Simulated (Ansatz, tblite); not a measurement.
Cost and result up the ladder for Zr(NH2)Cl3 (ZrNCl3H2) (7 atoms). The state is a singlet with charge 0. Geometry: PBE-D4/def2-SVP.

```xyz
7

Zr    0.211    0.597    0.365
N    -0.369   -1.075   -0.573
H     0.222   -1.894   -0.763
H    -1.299   -1.236   -0.982
Cl    2.069    0.024    1.687
Cl   -1.660    1.405    1.543
Cl    0.825    2.178   -1.277
```

Ansatz on 2 threads of Arm Neoverse V2 on a shared host; xTB runs through tblite on one thread. Times are rough, summed over both states, and most runs start from the orbitals of an earlier one. PBE0-D4/def2-TZVP serves as the yardstick here, not as an exact answer. The other state is a triplet.

In the def2 sets Zr takes a core potential; there is no spin–orbit coupling. The xTB rows come from tblite.

xTB has no spin-polarisation term.

```
                            level  functions  wall time
                         GFN2-xTB         42    0.013 s
                         GFN1-xTB         44    0.014 s
                 PBE-D4/def2-TZVP        194       12 s
                PBE0-D4/def2-TZVP        194       20 s
r2SCAN-D4/def2-TZVP (with forces)        194       28 s
```

**Question.** Estimate what each level gives for the vertical triplet (eV).

**Answer.** 
```csv
level,vertical triplet (eV),difference from PBE0-D4/def2-TZVP (eV)
GFN2-xTB,3.16,-1.20
GFN1-xTB,3.05,-1.31
PBE-D4/def2-TZVP,4.32,-0.05
PBE0-D4/def2-TZVP,4.37,0.00
r2SCAN-D4/def2-TZVP (with forces),4.38,0.02
```
